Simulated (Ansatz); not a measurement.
Basis-set extrapolation for `O[SiH2]/C=C\[SiH3]` (PBE0-D4/def2-TZVP geometry, frozen core, Ansatz 0.2.0). Multiplicity 1, RHF reference.

|  | def2-TZVPP | def2-QZVPP |
| --- | --- | --- |
| HF | -733.231795 | -733.257235 |
| MP2 correlation | -0.814190 | -0.873141 |
| CCSD(T) correlation | -0.904130 | not run |

Energies in hartree. Use E(X) = E(∞) + A·exp(−7.88·√X) for Hartree–Fock and E(X) = E(∞) + B·X^(−2.97) for correlation, with X = 3 and 4, and add CCSD(T) minus MP2 of the smaller set to the MP2 limit.

Problem. What is the CCSD(T) energy at the basis-set limit?

Solution. HF limit: -733.257235 + (-0.025440) × 0.13774 = -733.26074. MP2 limit: -0.873141 + (-0.058951) × 0.74074 = -0.91681. Higher-order term: -0.904130 − (-0.814190) = -0.08994. Total: -734.26749 hartree, 345.4 kJ/mol below CCSD(T)/def2-TZVPP.
